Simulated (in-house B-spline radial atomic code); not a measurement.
RPA and G0W0 on HSE06: In III (In2+)

Configuration [Kr] 4d10 5s1, highest spin, mean-field start HSE06. Computed with a B-spline radial code for spherical atoms: all electrons, non-relativistic, point nucleus, each spin shell either full or empty, empty states to l = 9 with an (l + 1/2)⁻⁴ tail; G0W0 by contour deformation at full frequency.

Without relativity these are model numbers: it shifts the levels of so heavy an element strongly and can reorder them.

Command:
```bash
python run_gw.py task.json out
```
Settings (radii: box in bohr, nucleus in fm):
```
Z                        49
electrons                47
configuration            [Kr] 4d10 5s1
hamiltonian              nr
method                   hse06
lmax                     9
spin_polarised           True
box_radius               17.55
intervals                54
ion_configuration        [Kr] 4d10
```

Time taken, with all properties: 9.4 s on 1 thread of Arm Neoverse N1, on a shared host.

Energies (hartree):

```csv
term,value
mean-field total,-5741.29428
Hartree-Fock functional on these orbitals,-5739.36417
direct second order,-4.0508
second-order exchange,1.1236
SOSEX correction,1.0436
```

**Question.** What is the RPA correlation energy, and what remains with SOSEX?

**Answer.** RPA gives -3.5586 hartree (-2.06 eV per electron); RPA + SOSEX gives -2.5149, and the second-order doubles -2.9272 hartree (no singles). SOSEX takes back 29 % of the RPA value.

Quasi-particle levels (eV):

| level | occupied | mean field | Σx - vxc | Σc | QP weight | G0W0 |
| --- | --- | --- | --- | --- | --- | --- |
| 5s up | yes | -23.606 | -2.17 | ? | ? | ? |
| 4d down | yes | -39.32 | -6.82 | 0.87 | 0.904 | -45.28 |
| 4d up | yes | -39.55 | -6.81 | 0.88 | 0.858 | -45.48 |
| 5s down | no | -21.047 | 5.32 | -2.52 | 0.932 | -18.240 |

G0W0 = mean field + (Σx - vxc) + Σc, with Σc (partial-wave tail included) taken at the quasi-particle energy. Only the outer levels were computed. Levels of low weight are left out.

**Question.** Where does G0W0 put 5s up?

**Answer.** At -27.497 eV, with Σc = -1.72 eV and a quasi-particle weight of 0.954. The tabulated removal energy is 28.044 eV (NIST, measured); the calculation leaves out relativity, Breit and QED terms, and what these don't explain is the method's own error.

**Question.** What does it cost to remove one electron (to [Kr] 4d10) by differences of total energies, each species on its own start (correlation terms add to the Hartree-Fock functional)?

**Answer.** HSE06 27.100 eV, Hartree-Fock functional 25.504 eV, + RPA 27.373 eV, + RPA + SOSEX 26.698 eV, + second order 27.607 eV. Tabulated: 28.044 eV (NIST, measured); the calculation leaves out relativity, Breit and QED terms, and what these don't explain is the method's own error.
